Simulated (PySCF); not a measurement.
CH₈FN₃Si, SMILES C([Si](N)(N)N)F. Coordinates come from a B3LYP-D3(BJ)/def2-SVP optimisation. This is a generated structure with no PubChem entry under its InChIKey; it may be hypothetical. Other conformers were not sampled.

Computed equilibrium geometry at B3LYP-D3(BJ)/def2-SVP (PySCF confirms it by a frequency run) as a Z-matrix (one conformer of several):
```
Si
N 1 1.7280
H 2 1.0145 1 122.44
H 2 1.0161 3 111.84 1 -146.50
N 1 1.7312 2 109.84 3 -42.02
H 5 1.0145 1 119.17 2 -38.82
H 5 1.0153 6 111.33 1 148.31
N 1 1.7319 2 119.26 3 77.30
H 8 1.0158 1 119.59 2 58.14
H 8 1.0161 9 110.31 1 142.31
C 1 1.9045 2 101.92 3 -167.49
F 11 1.4037 1 109.69 2 41.36
H 11 1.1048 12 108.45 4 -153.32
H 11 1.1064 13 107.01 12 116.27
```
